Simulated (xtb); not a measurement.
C₃Si, SMILES [C]1[c+]2[si-2][c+]21 (connectivity only; charge and spin as stated), neutral, multiplicity 1. All values are semi-empirical tight-binding results from xtb (GFN2-xTB unless named), good for trends rather than for accurate numbers. Geometry optimised at GFN2-xTB.

- point group as xtb finds it: C2v
- orbital gap: 1.61 eV
- dipole moment: 5.07 D
- zero-point energy: 6.7 kcal/mol
- G − E(el) at 298.15 K (modified RRHO): -9.2 kcal/mol
- static polarisability (D4 model): 56.8 bohr³
- solvation energy, GFN2-xTB/ALPB(water): -1.5 kcal/mol
- solvation energy, GFN2-xTB/ALPB(hexane): -3.1 kcal/mol
